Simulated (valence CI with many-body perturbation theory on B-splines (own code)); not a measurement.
## Hyperfine factors and g values of Lu⁵⁰⁺

Calculated by valence CI with perturbative core correlation (CI+MBPT): three valence electrons over a frozen Dirac-Fock core [Ar], a basis of 9 s, 9 p, 10 d, 8 f, 5 g, 3 h, 1 i functions for each j, with the one-electron correlation potential Σ1 (screened to all orders), the two-electron term Σ2, the three-electron term Σ3, Breit, model QED; selected single and double excitations, second order for the rest (own B-spline code, finite nucleus).

The last digits are not significant, and no measured levels were compared; by estimate large intervals hold to a few tenths of a per cent, small ones and those within an open d or f shell to about a per cent. Only levels of the ground parity were solved; by the run's estimate the other parity begins above the list, which can be wrong where configurations are misplaced.

A/g_I is the dipole constant over the nuclear g factor μ/I (μ in nuclear magnetons, uniformly magnetised nucleus), B/Q the quadrupole constant per barn. Both hold the static response of the core; the bare values leave it out. Large factors of s and p1/2 electrons are usually good to 5 to 10 %; those of open d and f shells near neutrality can be off by tens of per cent, and small factors of p3/2, d and f electrons come from cancelling terms and can be off by a factor of two or in sign, in half-filled shells by more. B is blank for J = 1/2, where it vanishes, and for nearly pure S terms. Energies count from the lowest level.

Levels are named by their leading jj configuration (3d3/2^4 stands for four electrons in 3d with j = 3/2), which in mixed levels can hold well under half, so a name can repeat and another be missing. Letters in brackets count levels of one name in rising energy.

| Level | E (cm⁻¹) | g | A/g_I (MHz) | A/g_I bare | B/Q (MHz/b) | B/Q bare |
| --- | --- | --- | --- | --- | --- | --- |
| (3d3/2^3) J=3/2 | 0 | 0.710 | 92300 | 91600 | -54400 | -55100 |
| (3d3/2^2 3d5/2) J=5/2 [a] | 426130 | 1.051 | 52500 | 52700 | -28700 | -29100 |
| (3d3/2^2 3d5/2) J=3/2 | 475400 | 1.174 | 42100 | 42600 | -11500 | -11700 |
| (3d3/2^2 3d5/2) J=7/2 | 502580 | 1.039 | 57100 | 57300 | 22500 | 22700 |
| (3d3/2^2 3d5/2) J=9/2 | 503690 | 1.037 | 59000 | 59200 | 64600 | 65300 |
| (3d3/2^2 3d5/2) J=1/2 | 515960 | 1.814 | -40700 | -38500 |  |  |
| (3d3/2^2 3d5/2) J=5/2 [b] | 690780 | 1.253 | 34100 | 34900 | 94300 | 95400 |
| (3d3/2 3d5/2^2) J=7/2 [a] | 920110 | 1.111 | 42800 | 43200 | -5310 | -5390 |
| (3d3/2 3d5/2^2) J=9/2 | 954430 | 1.130 | 44600 | 45000 | 19500 | 19600 |
| (3d3/2 3d5/2^2) J=3/2 [a] | 994270 | 1.111 | 50500 | 50800 | -56200 | -56800 |
| (3d3/2 3d5/2^2) J=1/2 | 1016600 | 1.502 | -17200 | -15800 |  |  |
| (3d3/2 3d5/2^2) J=11/2 | 1028100 | 1.080 | 50400 | 50700 | 119000 | 120000 |
| (3d3/2 3d5/2^2) J=5/2 [a] | 1031500 | 1.274 | 16700 | 17500 | 67600 | 68400 |
| (3d3/2 3d5/2^2) J=5/2 [b] | 1094400 | 1.097 | 52600 | 53000 | -21900 | -22200 |
| (3d3/2 3d5/2^2) J=7/2 [b] | 1100900 | 1.088 | 51600 | 51900 | 23200 | 23500 |
| (3d3/2 3d5/2^2) J=3/2 [b] | 1250200 | 0.901 | 81100 | 80900 | 73400 | 74300 |
| (3d5/2^3) J=9/2 | 1447000 | 1.155 | 36500 | 37000 | 9810 | 9930 |
| (3d5/2^3) J=3/2 | 1556300 | 1.116 | 39500 | 39900 | 7210 | 7280 |
| (3d5/2^3) J=5/2 | 1633900 | 1.159 | 36700 | 37200 | 9580 | 9690 |

(1) Take the isotope of mass number 176, with I = 7, μ = 3.16 μN and Q = 4.92 b. What is the hyperfine structure of (3d3/2 3d5/2^2) J=7/2 [a]?

Results:

(1) From the table A = 19300 MHz, B = -26100 MHz. Shifts from the centre of gravity in MHz: F = 7/2: -550000, F = 9/2: -459000, F = 11/2: -348000, F = 13/2: -219000, F = 15/2: -71500, F = 17/2: 92400, F = 19/2: 272000, F = 21/2: 466000.
